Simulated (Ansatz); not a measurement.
Cartesian coordinates in Å:
```
C 1.8416 -1.1231 1.7696
O 0.7548 -0.4417 1.2015
W 0.3569 0.2463 -0.4531
O 0.5739 -1.5246 -1.1010
F 2.1877 0.6226 -0.6437
Cl 0.1287 0.7848 -2.7380
Cl 0.2075 2.5163 0.1036
O -1.4587 0.2229 -0.2470
C -2.6535 0.9320 -0.3664
H 1.6935 -1.1810 2.8483
H 1.8814 -2.1296 1.3428
H 2.7677 -0.5915 1.5364
H 0.5859 -1.6781 -2.0500
H -2.9162 1.0045 -1.4255
H -2.5136 1.9363 0.0444
H -3.4376 0.4037 0.1782
```

The species carries charge 0 and has multiplicity 1. W takes the def2 core potential.

Problem. List the r2SCAN/def2-TZVPP orbital energies in eV (the Gaussian-basis code of Ansatz). (An estimate is asked.)

Solution. The calculation gave: Occupied: -2752.76, -2752.69, -665.75, -517.46, -517.43, -516.44, -275.12, -275.09, -254.16, -254.09, -192.65, -192.59, -192.59, -192.57, -192.51, -192.51, -83.00, -46.57, -46.44, -46.31, -30.20, -27.64, -27.55, -26.35, -20.63, -20.45, -18.51, -18.45, -13.84, -13.68, -13.44, -12.93, -12.63, -12.39, -12.29, -11.09, -10.94, -10.63, -10.49, -9.78, -9.50, -9.00, -8.79, -8.49, -8.36, -8.20, -7.90, -7.68, -7.54, -7.30. Lowest empty: -3.95, -3.46, -3.23, -0.12, 0.47, 0.68, 1.65, 1.86.
